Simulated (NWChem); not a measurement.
Molecule: C5H7O, doublet; SMILES O=C1C[CH]CC1

```xyz
13

O     -0.0594     2.1017     0.0571
C     -0.0096     0.8941    -0.0073
C      1.2788     0.0563    -0.0344
C      0.8077    -1.3572    -0.0077
C     -0.6891    -1.4793     0.0804
C     -1.2252    -0.0406    -0.0861
H      1.9205     0.3426     0.8157
H      1.8625     0.3214    -0.9329
H      1.4726    -2.2132     0.0212
H     -0.9996    -1.9066     1.0486
H     -1.0930    -2.1631    -0.6804
H     -1.6985     0.1125    -1.0644
H     -1.9644     0.2527     0.6660
```
Atoms are numbered in this order, from 1.

Results from NWChem. Spin-unrestricted. Geometry: optimised at B3LYP/6-31G* (spherical d), spin-unrestricted. No stability test was run on the SCF state. Level SCAN/def2-SVP: energy and gradient on several grids; changes count from the extra-fine grid, which is no exact limit either.

```
grid     size of the energy change (μHa)  largest change of a gradient component (μHa/bohr)  time, medium = 1 (rough)
-------  -------------------------------  -------------------------------------------------  ------------------------
xcoarse                            10000                                               8000                   about 1
coarse                              9000                                               3000                   about 1
medium                              5000                                               1000                   about 1
fine                                 700                                                700                   about 1
xfine                               < 10                                               < 30                         4
```
